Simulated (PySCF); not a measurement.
(Z)-2,3-difluorobut-2-ene (C4H6F2), SMILES C/C(F)=C(\C)F.

Geometry: B3LYP-D3(BJ)/def2-SVP.

Method: PySCF with M06-2X/def2-TZVP.

The molecule is in vacuum.

### Question
Estimate the frontier levels, gap, dipole moment and polarisability. (An estimate is asked for; the answer gives what the named calculation found.)

### Answer

```json
{
  "highest_occupied_level": "-8.05 eV",
  "lowest_empty_level": "1.69 eV",
  "orbital_gap": "9.74 eV",
  "dipole_moment": "3.14 D",
  "quadrupole, principal values (traceless, Buckingham form, about the centre of nuclear charge)": "-1.75, -0.05, 1.80 D·Å",
  "mean_static_polarisability": "50.3 bohr³ (7.45 Å³)",
  "polarisability_principal_values": "38.2, 46.7, 65.9 bohr³"
}
```
